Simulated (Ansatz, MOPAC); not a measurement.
System: SiOBr, net charge 0, doublet state. SMILES: O=[Si]Br

Atoms: Si1, O2, Br3. Bonds: Si1-O2, Si1-Br3.

Bond lengths (Å) and angles (degrees) optimised at AM1 with MOPAC; PM7 with MOPAC; MNDO with MOPAC; HF/STO-3G with Ansatz (a program for electronic structure); PBE/6-31G* with LANL2DZ past Ar with Ansatz; MP2/6-31G* with LANL2DZ past Ar with Ansatz, each started from the B3LYP-D3(BJ)/def2-TZVP structure (Ansatz) of the last column. A row stands for all coordinates that are equal there. 6-31G* holds six Cartesian d functions. No wavenumbers were computed at MNDO, HF/STO-3G, PBE/6-31G* with LANL2DZ past Ar, MP2/6-31G* with LANL2DZ past Ar, so these may be saddle points.

```tsv
coordinate	AM1	PM7	MNDO	HF/STO-3G	PBE/6-31G* with LANL2DZ past Ar	MP2/6-31G* with LANL2DZ past Ar	B3LYP-D3(BJ)/def2-TZVP
Si1-O2	1.577	1.413	1.453	1.670	1.554	1.541	1.526
Si1-Br3	2.159	2.055	2.225	2.241	2.314	2.273	2.248
O2-Si1-Br3	134.5	180.0	180.0	93.5	125.6	127.7	125.3
```

Mean signed difference of all 2 bond lengths from B3LYP-D3(BJ)/def2-TZVP: AM1 -0.019 Å, PM7 -0.153 Å, MNDO -0.048 Å, HF/STO-3G 0.068 Å, PBE/6-31G* with LANL2DZ past Ar 0.046 Å, MP2/6-31G* with LANL2DZ past Ar 0.019 Å.
